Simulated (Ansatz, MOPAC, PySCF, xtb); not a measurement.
Two conformers of C3H8O2 (SMILES COCOC), B3LYP-D3(BJ)/def2-TZVP minima.
Conformer 1 (charge 0, multiplicity 1, Z-matrix in Å and degrees):
```
C
H 1 1.0954
H 1 1.0954 2 110.67
O 1 1.4009 2 105.31 3 119.89
O 1 1.4009 2 110.89 3 -116.50
C 4 1.4197 1 113.59 2 -171.30
H 6 1.0883 4 106.91 1 177.32
H 6 1.0928 7 109.51 4 -121.02
H 6 1.0967 7 109.22 8 -119.00
C 5 1.4197 1 113.59 2 -51.55
H 10 1.0883 5 106.91 1 177.31
H 10 1.0928 11 109.51 5 -121.02
H 10 1.0967 11 109.22 12 -119.00
```
Conformer 2 (charge 0, multiplicity 1):
```json
[
 {"atom": "C", "x (Å)": "2.3271", "y (Å)": "0.0327", "z (Å)": "-0.0114"},
 {"atom": "O", "x (Å)": "1.1833", "y (Å)": "-0.3307", "z (Å)": "-0.7545"},
 {"atom": "C", "x (Å)": "-0.0014", "y (Å)": "0.0074", "z (Å)": "-0.1054"},
 {"atom": "O", "x (Å)": "-1.0366", "y (Å)": "-0.4042", "z (Å)": "-0.9410"},
 {"atom": "C", "x (Å)": "-2.3096", "y (Å)": "-0.1204", "z (Å)": "-0.4012"},
 {"atom": "H", "x (Å)": "2.3698", "y (Å)": "1.1161", "z (Å)": "0.1592"},
 {"atom": "H", "x (Å)": "2.3547", "y (Å)": "-0.4757", "z (Å)": "0.9609"},
 {"atom": "H", "x (Å)": "3.1946", "y (Å)": "-0.2691", "z (Å)": "-0.5944"},
 {"atom": "H", "x (Å)": "-0.0521", "y (Å)": "1.0999", "z (Å)": "0.0669"},
 {"atom": "H", "x (Å)": "-0.0669", "y (Å)": "-0.5029", "z (Å)": "0.8749"},
 {"atom": "H", "x (Å)": "-2.4510", "y (Å)": "0.9569", "z (Å)": "-0.2463"},
 {"atom": "H", "x (Å)": "-3.0461", "y (Å)": "-0.4753", "z (Å)": "-1.1189"},
 {"atom": "H", "x (Å)": "-2.4657", "y (Å)": "-0.6347", "z (Å)": "0.5558"}
]
```

No zero-point or thermal terms.

Rows in 6-31G* carry no dispersion term and start afresh at each structure (6-31G* with six Cartesian d functions). The state that PM6 reach isn't checked.

The values were computed with Ansatz (Gaussian basis) for Hartree–Fock, density functionals and correlated methods; MOPAC for PM6 (differences of heats of formation); PySCF for 6-31G* rows; xtb for the GFN methods. Values without a source in brackets are computed.

Question: One of these levels gives 326.6 meV for the electronic energy of conformer 2 less that of conformer 1. Name it.
(A) PM6
(B) GFN2-xTB
(C) PBE0/def2-TZVPP
(D) BP86/6-31G*

Answer: B, GFN2-xTB. The others give 662.7 (PM6), 272.3 (BP86/6-31G*), 215.9 (PBE0/def2-TZVPP)

Ansatz is an electronic-structure program.
